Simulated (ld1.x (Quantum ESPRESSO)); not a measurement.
# PW91 TM dataset for europium (Eu), scalar-relativistic all-electron reference.

* Element: europium
* Generator: ld1.x (Quantum ESPRESSO) 7.5
* Type: norm-conserving Troullier–Martins (Kleinman–Bylander form)
* Functional: PW91
* Relativity: scalar-relativistic
* Frozen core: [Kr] 4d10 5s2
* Valence charge: 15
* Reference configuration: 4f7 5p6 5d0 6s2 6p0
* Partial waves: 5p (bound): rc 2.40 bohr; 5d (bound, empty): rc 3.30 bohr; 4f (bound): rc 1.50 bohr; 6s (bound): rc 3.78 bohr
* Local potential: the s channel
* Core correction: a·sin(br)/r model core, default radius (core density twice the valence density)

(1) Estimate the cutoffs (Ry, on a coarse ladder) from which the occupation-weighted sum of valence levels, in a spherical-Bessel basis at the reference potential, stays within 10 and 1 mRy of its value at 400 Ry.

(2) What does a ghost test show?

(3) Which valence shell sets the plane-wave cutoff?

(4) Tests: 4f7 5p6 5d0 6s1 6p0; 4f7 5p6 5d0 6s0 6p0; 4f6 5p6 5d0 6s0 6p0; 4f7 5p6 5d0 6s0 6p1; 4f7 5p6 5d0.5 6s1.5 6p0; 4f7 5p6 5d0 6s0 6p2; 4f7 5p5 5d0 6s2 6p0. Which has the largest error in its energy relative to the reference configuration, and how large is it?

Answers

(1) 180 Ry and 300 Ry.

(2) No extra level below or beside the all-electron valence levels (p, d, f, s tested).

(3) 4f: its level needs 180 Ry to come within 1 mRy, against 21 Ry for 5p.

(4) 4f6 5p6 5d0 6s0 6p0, with -737 meV (all-electron minus pseudo) on +41.82 eV.
